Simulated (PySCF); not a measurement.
**Broadened absorption spectrum of C6H9O2P**

C6H9O2P.
InChI=1S/C6H9O2P/c1-6(7)9(8)4-2-3-5-9/h2,4H,3,5H2,1H3/t9-/m1/s1

Method: PySCF 2.14.0, density-fitted response routines, TDDFT wB97X-D/def2-SVPD, vertical, gas phase, core orbitals frozen in the response. One conformer (not necessarily the lowest) at the PBE0-D3(BJ)/def2-SVP geometry, without solvent, vibrations or thermal averaging.

Each state is given a Gaussian of 0.3 eV full width at half maximum, with ε(max) = 2.175×10⁸ f / Δν̃ (Δν̃ the width in cm⁻¹). The width is an assumption, not a result. The curve ends short of the highest state used, and states not computed would add to its high-energy end.

| E (eV) | ε (L mol⁻¹ cm⁻¹) |
| --- | --- |
| 3.11 | 0 |
| 3.25 | 7 |
| 3.39 | 59 |
| 3.53 | 141 |
| 3.66 | 107 |
| 3.80 | 25 |
| 3.94 | 2 |
| 4.08 | 0 |
| 4.22 | 0 |
| 4.36 | 0 |
| 4.49 | 0 |
| 4.63 | 0 |
| 4.77 | 0 |
| 4.91 | 0 |
| 5.05 | 1 |
| 5.19 | 8 |
| 5.32 | 36 |
| 5.46 | 89 |
| 5.60 | 319 |
| 5.74 | 1000 |
| 5.88 | 3359 |
| 6.02 | 7475 |
| 6.15 | 5989 |
| 6.29 | 1748 |
| 6.43 | 1196 |
| 6.57 | 3040 |
| 6.71 | 3656 |
| 6.85 | 1426 |
| 6.98 | 527 |
| 7.12 | 3462 |

**Question.** Locate the maxima and give the states behind the curve.

**Answer.** 348 nm (3.56 eV), ε about 150, made up of S1 (100%); 205 nm (6.06 eV), ε about 7800, made up of S4 (99%); 186 nm (6.67 eV), ε about 3900, made up of S6 (98%) (ε in L mol⁻¹ cm⁻¹; maxima over ε = 5, shares over 10%). At its high-energy end, 7.12 eV, the curve is still rising (ε about 3500, from S8 and S9). The states used: S1 3.56 eV (f 0.0016); S2 5.44 eV (f 0.0006); S3 5.77 eV (f 0.0075); S4 6.06 eV (f 0.086); S5 6.44 eV (f 0.0050); S6 6.67 eV (f 0.042); S7 7.04 eV (f 0.0004); S8 7.33 eV (f 0.098); S9 7.36 eV (f 0.065); S10 7.72 eV (f 0.024).

**Question.** What would ε be at 6.06 eV, the highest of these maxima, with half the width (0.15 eV)?

**Answer.** About 15400 L mol⁻¹ cm⁻¹ against 7770, a factor of about 1.98; a lone state at its own centre would give exactly 2.

**Question.** On this curve, what absorbance would a 10⁻³ mol/L sample give at 222 nm over a 1 cm path?

**Answer.** 222 nm is 5.585 eV, where ε is about 280 L mol⁻¹ cm⁻¹, so A = ε c l ≈ 0.28 (Beer–Lambert, with the gas-phase spectrum and the assumed width).

**Question.** Coming from long wavelengths, where does ε first pass 100 L mol⁻¹ cm⁻¹?

**Answer.** At about 359 nm (3.45 eV), 0.11 eV below S1.

All these states lie below the vertical ionisation energy of 8.98 eV (ΔSCF).

Hardware: Arm Neoverse V1, one thread, shared host. Cost: 5.1 min wall, 1.2 GiB resident at most.
